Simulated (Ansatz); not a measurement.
CH5NOZn. Charge 0, multiplicity 1. The bonds changed during the relaxation, so this is another structure than the one it started from.

```xyz
9

N     0.4785    0.9373    0.6737
C     0.5457   -0.1855   -0.2054
O    -0.1401   -1.2549    0.4178
Zn   -3.1357   -0.1285   -0.2184
H     1.2389    1.5828    0.5240
H    -0.4015    1.4299    0.6014
H     1.6042   -0.4360   -0.3540
H    -0.2869   -1.9396   -0.2410
H     0.0969   -0.0054   -1.1981
```

Q: List the harmonic frequencies (cm⁻¹, unscaled) at PBE0-D4/def2-TZVP in Ansatz. (Best estimate.)

A: Ansatz gave: 23, 43, 50, 162, 275, 514, 732, 965, 1041, 1138, 1240, 1266, 1357, 1467, 1526, 1653, 2933, 3023, 3552, 3655, 3855.

Q: Is this a minimum?

A: Yes, all 21 modes are real.

Q: Give the ideal-gas thermochemistry at 298.15 K and 1 bar (rigid rotor, harmonic oscillator; point group C1, symmetry number 1).

A: Zero-point energy 182.2 kJ/mol; H(298) − E = 203.0 kJ/mol; entropy 372.3 J/(mol·K), of which translation 167.8, rotation 114.0, vibration 90.6; G(298) − E = 91.9 kJ/mol. Modes under 100 cm⁻¹ are hindered rotations or soft bends, so the harmonic entropy is rough.

Q: And at 400, 500, 600, 800 and 1000 K?

A: 
```json
{"T (K)": "400", "H − E (kJ/mol)": "212.7", "S (J/mol/K)": "400.2", "G − E (kJ/mol)": "52.6"}
{"T (K)": "500", "H − E (kJ/mol)": "223.5", "S (J/mol/K)": "424.4", "G − E (kJ/mol)": "11.3"}
{"T (K)": "600", "H − E (kJ/mol)": "235.5", "S (J/mol/K)": "446.2", "G − E (kJ/mol)": "-32.2"}
{"T (K)": "800", "H − E (kJ/mol)": "262.3", "S (J/mol/K)": "484.6", "G − E (kJ/mol)": "-125.4"}
{"T (K)": "1000", "H − E (kJ/mol)": "291.9", "S (J/mol/K)": "517.6", "G − E (kJ/mol)": "-225.7"}
```
